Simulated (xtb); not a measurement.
C₄H₇FSi, SMILES C=C/C=C(\F)[SiH3]. All values are semi-empirical tight-binding results from xtb (GFN2-xTB unless named), good for trends rather than for accurate numbers. Coordinates come from a GFN2-xTB optimisation. The structure was generated by enumeration; whether it is a known compound was not checked. The values are those of a single conformer.

Optimised geometry:

Bonded distances (Å): C1–C2 1.330, C1–H7 1.078, C1–H8 1.076, C2–C3 1.443, C2–H9 1.082, C3–C4 1.338, C3–H10 1.080, C4–F5 1.362, C4–Si6 1.890, Si6–H11 1.463, Si6–H12 1.462, Si6–H13 1.463. Bond angles (°): C2–C1–H7 121.5, C2–C1–H8 121.9, H7–C1–H8 116.6, C1–C2–C3 123.3, C1–C2–H9 120.5, C3–C2–H9 116.2, C2–C3–C4 125.4, C2–C3–H10 117.4, C4–C3–H10 117.2, C3–C4–F5 118.3, C3–C4–Si6 128.3, F5–C4–Si6 113.4, C4–Si6–H11 108.2, C4–Si6–H12 106.9, C4–Si6–H13 108.2, H11–Si6–H12 111.6, H11–Si6–H13 110.3, H12–Si6–H13 111.6.
Charge 0, spin multiplicity 1.

Computed properties:
The point group as xtb finds it comes out as Cs and the orbital gap comes out as 3.29 eV. The dipole moment is 1.83 D. The zero-point energy is 56.1 kcal/mol and the G − E(el) at 298.15 K (modified RRHO) is 35.6 kcal/mol. The static polarisability (D4 model) is 78.5 bohr³ and the solvation energy, GFN2-xTB/ALPB(water) is -1.0 kcal/mol. The solvation energy, GFN2-xTB/ALPB(chcl3) is -5.1 kcal/mol.

Give the atomic charges and the Wiberg bond orders between heavy atoms. (The exact figures need the calculation; the answer reports its results.)

charges (e) C1 -0.09, C2 -0.02, C3 -0.05, C4 0.04, F5 -0.24, Si6 0.44, H7 0.04, H8 0.04, H9 0.05, H10 0.04, H11 -0.08, H12 -0.10, H13 -0.08. Bond orders C1–C2 1.87, C2–C3 1.13, C3–C4 1.77, C4–F5 0.97, C4–Si6 0.88.
